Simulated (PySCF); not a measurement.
The same groups moved round the core (propene cyano+silyl). All species are isolated molecules in the gas phase. One relaxed conformer stands for each flexible species; it need not be the lowest. Strings in code marks are SMILES.

The four lowest singlet excitations (Tamm–Dancoff). The numbers are results of M06-2X/def2-TZVP // B3LYP-D3(BJ)/def2-TZVP in PySCF, not measurements. Excitations are Tamm–Dancoff values on a coarser integration grid. The basis has no diffuse functions, so Rydberg states are missing or too high.

```
state  energy (eV)  wavelength (nm)  oscillator strength
-----  -----------  ---------------  -------------------
S1            6.79              183                0.002
S2            7.22              172                0.024
S3            7.53              165                0.737
S4            7.89              157                0.014
```

### Question
Identify which member gives these states.
A) `N#CC/C=C/[SiH3]`
B) `N#C/C=C/C[SiH3]`
C) `N#C/C=C\C[SiH3]`
D) `C=C[C@@H]([SiH3])C#N`

### Answer
A, `N#CC/C=C/[SiH3]`
